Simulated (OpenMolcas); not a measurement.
# Br⁵⁺: effect of correlating more closed shells

```yaml
Program: OpenMolcas 26.06
Basis: ANO-RCC-VQZP [7s6p4d2f1g]
Scalar_Hamiltonian: DKH2, point nucleus
Active_space: 2 electrons in 8 orbitals (4s 4p 5s 5p)
State_averaging: 2S+1 = 3 even, 3 roots; 2S+1 = 1 even, 7 roots; 2S+1 = 3 odd, 3 roots; 2S+1 = 1 odd, 3 roots
Spin-orbit_coupling: RASSI with atomic mean-field integrals over the reference wave functions, term energies averaged over their components
```

Methods on the same reference wave functions:
A. CASSCF
B. MS-CASPT2, IPEA 0.25 Eh, imaginary shift 0.1 Eh (closed shells correlated: 3d)
C. MS-CASPT2, IPEA 0.25 Eh, imaginary shift 0.1 Eh (closed shells correlated: 3s 3p 3d)

Energies in cm⁻¹ above 4s² ¹S₀, the measured ground level; measured values from Moore, Atomic Energy Levels, vol. II, NSRDS-NBS 35 (1971 reprint of NBS Circular 467, 1952).

```json
{"Level": "4s² ¹S₀", "A": "0.0", "B": "0.0", "C": "0.0", "Measured": "0.0"}
{"Level": "4s 4p ³P°₀", "A": "101551", "B": "101601", "C": "101741", "Measured": "104316"}
{"Level": "4s 4p ³P°₁", "A": "103497", "B": "103522", "C": "103661", "Measured": "106431"}
{"Level": "4s 4p ³P°₂", "A": "107784", "B": "107834", "C": "107974", "Measured": "111336"}
{"Level": "4s 4p ¹P°₁", "A": "162432", "B": "153023", "C": "152964", "Measured": "151274"}
{"Level": "4p² ³P₀", "A": "243246", "B": "242613", "C": "242970", "Measured": "244136"}
{"Level": "4p² ³P₁", "A": "245866", "B": "245366", "C": "245727", "Measured": "247406"}
{"Level": "4p² ³P₂ [53 %]", "A": "249336", "B": "246774", "C": "247088", "Measured": ""}
{"Level": "4p² ¹D₂ [53 %]", "A": "263905", "B": "252524", "C": "252830", "Measured": ""}
```

Deviations, from unrounded energies. A percentage is the sum of absolute deviations over the sum of measured energies, with the sign that they share, or ± where signs differ.

```json
{"Against measurement": "mean absolute deviation (cm-1)", "Levels": "6", "A": "3800", "B": "2400", "C": "2200"}
{"Against measurement": "other configurations (%)", "Levels": "6", "A": "±2.4", "B": "±1.5", "C": "±1.4"}
```

C lies closest to measurement on these levels and A furthest from it. The largest miss of C in the table is 4s 4p ³P°₂, by -3400 cm-1. The ranking rests on the paired levels alone, and a cruder setting can come out closer through cancelling errors.

Between B and C the level of the table that moves most is 4p² ³P₁, by 360 cm-1 (lowest in B, highest in C).

The lowest spin-free term lies below A's lowest term by 0.070 hartree in B, 0.135 hartree in C.

What an inner shell adds also hangs on whether the basis holds functions to correlate it.

Over all roots computed the reference weight is 0.92 to 0.99 in B, 0.92 to 0.99 in C; the roots of lowest weight are the least certain, and an intruder state may touch them. Active for correlation alone: 5p 5s; no level in the range computed is led by a configuration that fills them, so any true level of that kind is missing. The ¹D term of p² mixes with s d, which this space lacks. Computed and measured levels are paired by configuration, term and J; levels that our copy of the source lacks, or whose pairing is in doubt (as where it misses far off the trend of its configuration), stay unpaired and out of the deviations. Only configurations of the active space appear. Levels that lie high or do not pair safely by name in every column are left out.

A share in square brackets marks a mixed level and gives the weight of the term that names it, the lowest over the columns. ° marks odd parity.
